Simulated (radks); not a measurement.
The nitrogen anion N2-, [He] 2s2 2p5, held by a Watson sphere: a shell of charge +2 at radius R that stands for the Madelung well of a crystal (potential energy -2/R inside, -2/r outside, in hartree with lengths in bohr). Method: scalar-relativistic Kohn-Sham, LB94 model potential, spin-unpolarised, spherical densities, finite nucleus; Fermi nuclear charge, rms radius of each element as measured or else 0.836 A^(1/3) + 0.57 fm; computed with a radial shooting solver on a logarithmic mesh with Libxc functionals. Response by self-consistent Sternheimer equations with the Hartree and adiabatic LDA kernel, the relativistic mass of each level held fixed and spin-orbit coupling left out. The sphere does not respond.

[
 {"R (bohr)": "1.97", "e(1s) (eV)": "-401.47", "e(2s) (eV)": "-22.697", "e(2p) (eV)": "-11.964", "<r> 2p (bohr)": "1.644", "sum of <r^2> (bohr^2)": "22.68", "X-ray form factor at sin(theta)/lambda = 0.3 1/angstrom": "3.345", "alpha (bohr^3)": "15.28"},
 {"R (bohr)": "2.03", "e(1s) (eV)": "-401.42", "e(2s) (eV)": "-22.404", "e(2p) (eV)": "-11.727", "<r> 2p (bohr)": "1.660", "sum of <r^2> (bohr^2)": "23.11", "X-ray form factor at sin(theta)/lambda = 0.3 1/angstrom": "3.330", "alpha (bohr^3)": "16.10"},
 {"R (bohr)": "3.34", "e(1s) (eV)": "-399.43", "e(2s) (eV)": "-17.833", "e(2p) (eV)": "-7.666", "<r> 2p (bohr)": "1.947", "sum of <r^2> (bohr^2)": "31.74", "X-ray form factor at sin(theta)/lambda = 0.3 1/angstrom": "3.253", "alpha (bohr^3)": "45.81"},
 {"R (bohr)": "3.47", "e(1s) (eV)": "-399.22", "e(2s) (eV)": "-17.526", "e(2p) (eV)": "-7.366", "<r> 2p (bohr)": "1.970", "sum of <r^2> (bohr^2)": "32.55", "X-ray form factor at sin(theta)/lambda = 0.3 1/angstrom": "3.253", "alpha (bohr^3)": "50.36"},
 {"R (bohr)": "3.55", "e(1s) (eV)": "-399.09", "e(2s) (eV)": "-17.346", "e(2p) (eV)": "-7.190", "<r> 2p (bohr)": "1.984", "sum of <r^2> (bohr^2)": "33.05", "X-ray form factor at sin(theta)/lambda = 0.3 1/angstrom": "3.254", "alpha (bohr^3)": "53.34"},
 {"R (bohr)": "3.84", "e(1s) (eV)": "-398.64", "e(2s) (eV)": "-16.748", "e(2p) (eV)": "-6.595", "<r> 2p (bohr)": "2.031", "sum of <r^2> (bohr^2)": "34.84", "X-ray form factor at sin(theta)/lambda = 0.3 1/angstrom": "3.255", "alpha (bohr^3)": "65.41"}
]
